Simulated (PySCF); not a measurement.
## How methods differ on the electron affinity of Rh

Rh⁻ [Kr] 4d8 5s2 (3F) → Rh [Kr] 4d8 5s1 (4F), as a difference of total energies. All numbers are calculated (PySCF 2.14, a scalar-relativistic core potential, in aug-cc-pwCVDZ-PP with ECP28MDF (6s6p5d3f, 70 functions)). Correlated levels: valence: 4s2 4p6 frozen; valence and next inner shell: nothing frozen outside the core potential. The calculations carry no spin-orbit coupling.

```
                                method  electron affinity (eV)
                                   UHF                  -0.076
                                   PBE                   1.152
                                  PBE0                   0.923
                                r2SCAN                   1.039
                                  BLYP                   1.217
                                 B3LYP                   1.182
                                  PW91                   1.181
                         MP2 (valence)                   0.747
                     SCS-MP2 (valence)                   0.824
    MP2 (valence and next inner shell)                   0.797
SCS-MP2 (valence and next inner shell)                   0.847
```

**Question.** Estimate what wB97M-V gives.

**Answer.** 1.010 eV, closest to r2SCAN among the rows shown.

**Question.** Estimate what LDA gives.

**Answer.** 1.422 eV, closest to BLYP among the rows shown.

The reference lies between the lowest fine-structure levels, while these numbers refer to the centres of the terms.

Errors of the correlated levels include the incompleteness of this basis and the frozen core.

A negative affinity means that the anion lies above the atom at that level of theory.

In the anion the highest occupied orbital energy is positive at LDA, PBE, PBE0, r2SCAN, BLYP, B3LYP, PW91, a self-interaction effect; the basis confines that electron, and the energy difference can still be sensible.

For comparison: 1.143 eV (measured; photodetachment measurements, as compiled on the Wikipedia data page of electron affinities).
